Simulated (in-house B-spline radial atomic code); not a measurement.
Ag. Computed with a B-spline radial atomic code. Model: all-electron spherical atom, spin shells full or empty, radial basis limit, no spin-orbit coupling, Breit or QED, empty-state partial waves extrapolated as (l+1/2)^-4, RPA, G0W0 and static COHSEX of the highest shell as one setting changes (uncorrelated shells keep exact exchange).

Empty levels are discrete states of a finite basis, so the steps are uneven.

Given: element Ag; charge 0; filled core Kr; hamiltonian one-electron scalar X2C; mean-field start PBE0; highest l of empty states 9; nuclear rms radius 4.5454 fm; lowest nl shells left uncorrelated 0; highest mean-field shell 5s up; box radius 40 bohr.

Shell: 4d 5 5, 5s 1 0 (electrons up and down).

| highest empty level kept (hartree) | RPA correlation energy (hartree) | G0W0 level (eV) | G0W0 minus most complete (meV) | COHSEX level (eV) | linearised minus solved G0W0 (meV) |
| --- | --- | --- | --- | --- | --- |
| 1 | -0.12901 | -7.2304 | 647.7 | -8.0338 | -11.1 |
| 2 | -0.32394 | -7.5405 | 337.7 | -8.5421 | -17.7 |
| 3.5 | -0.62688 | -7.6695 | 208.7 | -8.8072 | -20.6 |
| 6 | -0.81888 | -7.7381 | 140 | -8.9817 | -22.3 |
| 10 | ? | ? | ? | ? | ? |
| 18 | -1.4487 | -7.8367 | 41.4 | -9.2206 | -25.1 |
| 30 | -1.786 | -7.8532 | 25 | -9.2686 | -25.6 |
| 60 | ? | ? | ? | ? | ? |
| 120 | -2.5673 | -7.8714 | 6.7 | -9.3216 | -26.1 |
| 250 | -2.9278 | -7.8748 | 3.3 | -9.3334 | -26.2 |
| 600 | -3.2302 | -7.8768 | 1.3 | -9.3405 | -26.3 |
| 2000 | -3.4682 | -7.8781 | 0 | -9.3452 | -26.3 |

Q: What follows for highest empty level kept = 10?

A: RPA correlation energy -1.0926 hartree; G0W0 level -7.7987 eV; G0W0 minus most complete 79.4 meV; COHSEX level -9.1286 eV; linearised minus solved G0W0 -24 meV.

Q: What follows for highest empty level kept = 60?

A: RPA correlation energy -2.1609 hartree; G0W0 level -7.8647 eV; G0W0 minus most complete 13.4 meV; COHSEX level -9.3018 eV; linearised minus solved G0W0 -25.9 meV.
